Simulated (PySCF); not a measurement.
From one molecule to another.

First species: C8H11NS.
SMILES: `CSC1=CC=CC(CN)=C1`

Second species: C8H11NS.
Z-matrix (Å and degrees, GFN2-xTB geometry), rows numbered from 1:
```
C 
C   1  1.5304
C   2  1.4993  1  110.41
C   3  1.3954  2  121.45  1    87.06
C   4  1.3780  3  119.87  2  -177.88
C   5  1.3954  4  117.81  3     0.13
S   6  1.7566  5  119.41  4   179.96
C   7  1.8118  6  100.19  5  -179.52
N   6  1.3216  5  123.14  4    -0.07
C   9  1.3223  6  118.22  5     0.03
H   1  1.0880  2  110.32  3    60.24
H   1  1.0876  2  110.48  3  -179.63
H   1  1.0881  2  110.43  3   -59.48
H   2  1.0922  1  109.35  3   120.76
H   2  1.0918  1  109.32  3  -120.85
H   4  1.0810  3  119.85  2     2.25
H   5  1.0783  4  122.15  3  -179.84
H   8  1.0850  7  106.66  6  -179.07
H   8  1.0850  7  108.96  6   -59.17
H   8  1.0850  7  108.96  6    61.10
H  10  1.0829  3  121.02  2    -2.44
```

Levels: PBE0/pcSseg-1 for dipole moment, HOMO energy, LUMO energy and HOMO–LUMO gap; GFN2-xTB for rotational constant A and rotational constant C. Geometries: GFN2-xTB. Each species is one conformer at its optimised geometry, gas phase, non-relativistic unless stated; the electronic structure was computed with PySCF and density fitting.

The conformers computed, where there is a choice (atom-mapped SMILES and torsion angles):
- `[CH3:1][S:2][c:3]1[cH:4][cH:5][cH:6][c:7]([CH2:8][NH2:9])[cH:10]1`: C1–S2–C3–C4 -3°, C6–C7–C8–N9 -90°, H–N9–C8–C7 -60°, H–N9–C8–C7 58°
- `[CH3:1][CH2:2][c:3]1[cH:4][cH:5][c:6]([S:7][CH3:8])[n:9][cH:10]1`: C1–C2–C3–C4 87°, C5–C6–S7–C8 180°

Values for the first species:

- Dipole moment: 2.50 D
- HOMO energy: -6.12 eV
- LUMO energy: -0.35 eV
- HOMO–LUMO gap: 5.77 eV
- Rotational constant A: 2.378 GHz
- Rotational constant C: 0.530 GHz

Estimate the same properties for the second species, and the change in each.

```json
{"property": "dipole moment", "first": "2.50 D", "second": "1.84 D", "second less first": "-0.66 D"}
{"property": "HOMO energy", "first": "-6.12 eV", "second": "-6.11 eV", "second less first": "+0.01 eV"}
{"property": "LUMO energy", "first": "-0.35 eV", "second": "-0.71 eV", "second less first": "-0.36 eV"}
{"property": "HOMO–LUMO gap", "first": "5.77 eV", "second": "5.40 eV", "second less first": "-0.37 eV"}
{"property": "rotational constant A", "first": "2.378 GHz", "second": "3.313 GHz", "second less first": "+0.935 GHz"}
{"property": "rotational constant C", "first": "0.530 GHz", "second": "0.520 GHz", "second less first": "-0.010 GHz"}
```

On the first: The dipole matches unit charges of opposite sign 0.52 Å apart (1 e·Å = 4.8032 D). A dipole of 2.50 D is allowed in C1, and pure rotational transitions are dipole-allowed.

On the second: A dipole of 1.84 D is allowed in C1, and pure rotational transitions are dipole-allowed. In atomic units the dipole is 0.72 e·bohr (1 au = 2.5417 D).
